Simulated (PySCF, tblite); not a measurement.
Isomers of C4H8Cl2O2Si, one GFN2-xTB conformer each. Single-point energies are computed at PBE0/pcSseg-1 (PySCF, gas phase, no added dispersion term), electronic only.

Question: Rank them by PBE0/pcSseg-1 energy, lowest first (kJ/mol).
A. `[CH3:1][O:2]/[CH:3]=[CH:4]\[O:5][Si@@H:6]([Cl:7])[CH2:8][Cl:9]` with C1–O2–C3–C4 -2°, C3–C4–O5–Si6 170°, C4–O5–Si6–Cl7 -177°, O5–Si6–C8–Cl9 65°
B. `[Cl:1][CH:2]([Cl:3])[SiH:4]1[O:5][CH2:6][CH2:7][CH2:8][O:9]1` with Cl1–C2–Si4–O5 62°, C2–Si4–O5–C6 147°, Si4–O5–C6–C7 -46°, O5–C6–C7–C8 60°, C6–C7–C8–O9 -60°

Answer: B (0.0), A (65.6).

As drawn, the higher has a C=C bond outside aromatic rings, which the lower lacks. GFN2-xTB itself gives, in the same order: 0.0, 105.2. Both levels put the same isomer lowest.

Which frontier levels, dipoles and rotational constants go with these structures?

```tsv
SMILES	HOMO (eV, PBE0/pcSseg-1)	LUMO (eV)	dipole (D)	A, B, C (MHz)
ClC(Cl)[SiH]1OCCCO1	-7.94	0.19	4.31	1810, 652.1, 505.6
CO/C=C\O[Si@@H](Cl)CCl	-6.21	-0.05	1.15	1035, 671.5, 436.6
```

What happens when harmonic zero-point energies from GFN2-xTB frequencies are added?

```
                SMILES  ZPE (kJ/mol)  electronic (kJ/mol)  with ZPE (kJ/mol)
   ClC(Cl)[SiH]1OCCCO1         313.7                  0.0                0.0
CO/C=C\O[Si@@H](Cl)CCl         303.5                 65.6               55.4
```

The zero-point energies span 10.2 kJ/mol. The order is unchanged.
